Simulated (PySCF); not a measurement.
Structure problem from calculated spectra and properties.

Formula: C7H7ClOSi.

* Polarisability: 132.2 au [B3LYP/def2-SVPD]
* UV, first state: lowest singlet excitation: 4.40 eV (282 nm, f = 0.000) [TDDFT B3LYP/def2-SVPD]
* 13C NMR: chemical shifts (computed TMS as zero) by class: 175.1 (1 C), 144.8 (1 C), 141.8 (2 C), 137.1 (1 C), 137.1 (2 C) ppm [GIAO PBE0/pcSseg-1]
* Dipole: 3.34 D [B3LYP/def2-SVPD]
* 1H NMR: chemical shifts (computed TMS as zero) by class: 8.33 (2 H), 7.86 (2 H), 4.59 (3 H) ppm [GIAO PBE0/pcSseg-1]
* Rotational structure: rotational constants A, B, C: 2.928, 0.442, 0.386 GHz [PBE0-D3(BJ)/def2-SVP]
* NMR, other nuclei: isotropic shieldings of nuclei other than C and H, by class: -229 (1 O), 415 (1 Si), 538 (1 Cl) ppm [GIAO PBE0/pcSseg-1]

Gas-phase values; electronic properties from PySCF, density fitting. Levels stand in brackets. Geometry: PBE0-D3(BJ)/def2-SVP, one conformer, isolated molecule. NMR values are class means; diastereotopic atoms form classes of their own.

**Question.** What is the compound? Reason from the data.

**Answer.** Numbering: `[O:1]=[C:2]([Cl:3])[c:4]1[cH:5][cH:6][c:7]([SiH3:8])[cH:9][cH:10]1`. Its formula, C7H7ClOSi, gives 5 degrees of unsaturation: 1 ring and 4 π bonds in the structure found (Kekulé form). 7 carbons fall into 5 classes; from least to most shielded: acyl halide carbon [C2] (175.1 ppm), substituted aromatic carbon [C7] (144.8 ppm), aromatic CH carbon [C6/C9] (141.8 ppm, 2 C), substituted aromatic carbon [C4] (137.1 ppm), aromatic CH carbon [C5/C10] (137.1 ppm, 2 C, up to 3.0 ppm apart in this geometry). Hydrogen classes from least to most shielded: 2 H on 2 aromatic CH carbons, C5/C10 (8.33 ppm), 2 H on 2 aromatic CH carbons, C6/C9 (7.86 ppm), 3 H on an SiH3 silicon, Si8 (4.59 ppm). The other shieldings belong to: -229 ppm, carbonyl oxygen [O1]; 415 ppm, SiH3 silicon [Si8]; 538 ppm, chlorine bonded to C [Cl3]. S1 is mainly HOMO−2→LUMO (weight 0.95); the largest Löwdin shares of the orbital it empties are 0.52 on the carbonyl oxygen, 0.31 on the chlorine bonded to C, 0.06 on the acyl halide carbon and 0.04 on a substituted aromatic carbon, of the orbital it fills 0.20 on the acyl halide carbon, 0.17 on the carbonyl oxygen, 0.14 on a substituted aromatic carbon and 0.11 on a substituted aromatic carbon. By its constants the optimised geometry is an asymmetric top. Structure: `c1cc(ccc1[SiH3])C(=O)Cl`. The assignments are read from this structure; whether some other isomer fits the data as well wasn't checked.

The values belong to the conformer `[O:1]=[C:2]([Cl:3])[c:4]1[cH:5][cH:6][c:7]([SiH3:8])[cH:9][cH:10]1`: O1–C2–C4–C5 -1°.
